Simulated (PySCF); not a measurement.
C5H6NO3 (doublet state).
Geometry (GFN2-xTB, Å), atoms numbered from 1 in this order:
```xyz
15
C5H6NO3 angstrom
C     -1.8495    1.2283   -0.5341
N     -1.5819    0.3761    0.3130
C     -0.6239   -0.6826    0.2520
C      0.1254   -0.7873   -1.0822
O      0.9929    0.3166   -1.2853
C      1.5193    1.0186   -0.2763
O      2.2151    1.9587   -0.5033
O      1.2626    0.6681    0.9909
C      0.4473   -0.4450    1.3196
H     -2.5775    2.0017   -0.3586
H     -1.1506   -1.6191    0.4647
H      0.7113   -1.7141   -1.1092
H     -0.5711   -0.7716   -1.9247
H      1.0778   -1.3365    1.4253
H     -0.0016   -0.2040    2.2865
```

The hyperfine couplings belong to this conformer and change with its torsions.

As a line formula: `[H]/[C]=N/C1COC(=O)OC1` [radical].

Level of theory: PySCF, UKS B3LYP, pcH-1 on C H N O, non-relativistic, mean-field spin-orbit, GIAO. Geometry: GFN2-xTB, one conformer, isolated molecule. The geometry wasn't refined by DFT: couplings that depend on bond lengths, twists or pyramidal angles can differ widely from those at the functional's own minimum. Stability of the SCF solution: not tested.

Q: Give the principal g shifts and their parts.

A: 
| Δg (ppm) | 1 | 2 | 3 |
| --- | --- | --- | --- |
| relativistic mass correction | -177 | -177 | -177 |
| gauge correction | 36 | 16 | 24 |
| orbital Zeeman/spin–orbit | -3490 | -54 | 1093 |
| total | -3631 | -215 | 939 |

So g = 1.99869, 2.00210, 2.00326 and g_iso = 2.00135; the tensor is rhombic: the two nearest values differ by 25 % of g3 − g1. 

Q: Average each term over the three axes. Which is largest in size?

A: The orbital-Zeeman/spin–orbit term -817, the mass correction -177 and the gauge correction 25 ppm, for a total of -969 ppm. The orbital-Zeeman/spin–orbit term is the largest in size. The mass correction is the same along every axis, so the anisotropy comes from the other two: their spans along these axes are 20 (gauge) and 4582 ppm (orbital Zeeman/spin–orbit).

Q: At 94.105 GHz, how far is the centre of the isotropic spectrum from where a free electron (g = 2.002319) resonates?

A: B = hν/(g μB) with μB/h = 13.99624 MHz/mT gives 3357.90 mT for the free electron and 3359.53 mT at g_iso, 1.63 mT higher.

Q: What are the electron Larmor frequencies g μB B/h along the three axes at 1200 mT?

A: 33.5690, 33.6263, 33.6457 GHz for g1, g2 and g3, a range of 76.8 MHz.

Q: In a frozen sample, at which fields do the three g values resonate at 9.5, 34, 94 and 263 GHz (hyperfine left aside), and which band first spreads them over more than twice a line width of 0.5 mT?

A: 
```json
{"band": "X", "GHz": "9.5", "B(g3) mT": "338.82", "B(g2) mT": "339.02", "B(g1) mT": "339.60", "spread mT": "0.77"}
{"band": "Q", "GHz": "34.0", "B(g3) mT": "1212.64", "B(g2) mT": "1213.34", "B(g1) mT": "1215.41", "spread mT": "2.77"}
{"band": "W", "GHz": "94.0", "B(g3) mT": "3352.58", "B(g2) mT": "3354.51", "B(g1) mT": "3360.25", "spread mT": "7.67"}
{"band": "J", "GHz": "263.0", "B(g3) mT": "9380.09", "B(g2) mT": "9385.50", "B(g1) mT": "9401.54", "spread mT": "21.45"}
```

The spread grows in proportion to the frequency. Q band is the first where it exceeds 1.0 mT.

The largest Mulliken spin populations are on C1 (+0.68), N2 (+0.20) and H10 (+0.07).

The HOMO–LUMO gaps are 4.98 eV among the α and 5.43 eV among the β orbitals.

Time: 79 s wall (with the writing of density and orbital grids); peak memory 1.1 GiB. Hardware: one thread of an Arm Neoverse V2, no GPU, on a shared host.
